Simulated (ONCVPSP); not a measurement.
Varying the ONCV potential for gold (Au)

Base potential:

Au (Z = 79), optimised norm-conserving Vanderbilt (ONCV), made with ONCVPSP 4.0.1 (LDA (Perdew-Zunger), scalar-relativistic). Core [Kr] 4d10 4f14, reference 5s2 5p6 5d10 6s0.75 6p0.25. Waves: 5s+6s: rc 1.50 bohr, ncon 3, nbas 6, qcut 9.9 1/bohr, 2 projectors; 5p+6p: rc 2.00 bohr, ncon 4, nbas 7, qcut 7.6 1/bohr, 3 projectors, debl 3.6 Ha; 5d: rc 1.90 bohr, ncon 4, nbas 8, qcut 9.1 1/bohr, 3 projectors, debl 3.3 Ha; f scattering state at 0.15 Ha: rc 1.55 bohr, ncon 4, nbas 7, qcut 6.3 1/bohr, 1 projector. Local part: polynomial inside 1.40 bohr (lpopt 3, dvloc0 0 Ha). Core correction: none.

Cutoffs, loose and tight: the cutoffs (Ha) at which the residual kinetic energy of the hardest occupied pseudo-wave falls to 1 and 0.1 mHa per electron. They do not see the model core or the augmentation charge, which bear on the density cutoff. Test errors are all-electron minus pseudo excitation energies from the reference, over the configurations 5s2 5p6 5d10 6s1 6p0; 5s2 5p6 5d10 6s0 6p0; 5s2 5p6 5d9 6s0 6p0; 5s2 5p5 5d10 6s1 6p0. A dash means not determined; rows that change the core or the reference have their own tests. The largest error is taken over the tests solved by every variant that gives reliable tests at all: 5s2 5p5 5d10 6s1 6p0; 5s2 5p6 5d10 6s0 6p0; 5s2 5p6 5d10 6s1 6p0.

```tsv
change	outcome	cutoff, loose	cutoff, tight	bound ghosts	GHOST(+) flags above zero	largest test error (meV)
base	generated	30 Ha	35 Ha	none	none	-181
d: qcut 5.9	generated	30 Ha	51 Ha	none	none	-235
d: qcut 7	generated	30 Ha	35 Ha	none	none	-202
d: qcut 8.4	generated	30 Ha	35 Ha	none	none	-185
d: qcut 9.7	generated	30 Ha	35 Ha	none	none	-178
d: qcut 10.8	generated	30 Ha	35 Ha	none	none	-191
d: qcut 12	generated	36 Ha	46 Ha	none	none	-154
d: qcut 13.3	generated	42 Ha	51 Ha	none	none	-146
```

Reading the sweep of the qcut of the d channel (base included, trends over the rows without a ghost): The loose cutoff rises from 30 Ha at 5.9 to 42 Ha at 13.3 1/bohr. The waves are optimised to have the least kinetic energy above qcut, so the cutoff follows it (qcut²/2 in Ha).
